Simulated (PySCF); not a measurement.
C7H9Cl3Si2, SMILES Cl[Si](Cl)(Cl)[SiH2]Cc1ccccc1, GFN2-xTB optimised geometry.

```
21

Cl    -0.81     0.49     3.53
Si    -2.21    -0.96     3.28
Cl    -2.61    -1.71     5.13
Cl    -3.90    -0.03     2.67
Si    -1.50    -2.64     1.83
C     -1.46    -1.95     0.04
C     -0.70    -0.66     0.00
C     -1.37     0.56     0.00
C     -0.66     1.75     0.01
C      0.72     1.73     0.01
C      1.40     0.53     0.00
C      0.69    -0.66     0.00
H     -0.15    -3.09     2.20
H     -2.39    -3.81     1.87
H     -2.48    -1.80    -0.31
H     -0.99    -2.68    -0.61
H     -2.45     0.57     0.00
H     -1.20     2.68     0.01
H      1.27     2.66     0.01
H      2.48     0.51     0.00
H      1.22    -1.61     0.00
```

Density from PBE0/def2-SVP in PySCF at that geometry.

Minimum of the electron density along straight lines between bonded atoms, close to the bond critical point (lines longer than 1.1 times the sum of covalent radii, or with two minima, are not listed):

```csv
bond,length / Å,ρ at the minimum / e bohr⁻³,∇²ρ there / e bohr⁻⁵,position (fraction from the first atom)
Cl1–Si2,2.034,0.097,0.30,0.64
Si2–Cl3,2.035,0.097,0.30,0.37
Si2–Cl4,2.033,0.097,0.31,0.37
Si2–Si5,2.329,0.094,(withheld),0.66
Si5–C6,1.913,0.109,0.29,0.38
C6–C7,1.497,(withheld),(withheld),0.50
C7–C8,1.389,0.310,-0.78,0.50
C8–C9,1.383,0.313,-0.80,0.50
C9–C10,1.384,0.312,-0.80,0.50
C10–C11,1.385,0.312,-0.80,0.50
C7–C12,1.390,0.310,-0.79,0.50
C11–C12,1.383,0.313,-0.80,0.50
Si5–H13,1.469,0.116,0.31,0.49
Si5–H14,1.469,0.116,0.31,0.49
C6–H15,1.091,0.273,-0.98,0.63
C6–H16,1.090,0.272,-0.97,0.63
C8–H17,1.081,0.283,-1.07,0.63
C9–H18,1.080,0.284,-1.08,0.63
C10–H19,1.080,0.283,-1.07,0.63
C11–H20,1.080,0.283,-1.08,0.63
C12–H21,1.081,0.282,-1.06,0.63
```

Fill in the missing entries.


- Si2–Si5, ∇²ρ there / e bohr⁻⁵: -0.02
- C6–C7, ρ at the minimum / e bohr⁻³: 0.254
- C6–C7, ∇²ρ there / e bohr⁻⁵: -0.58
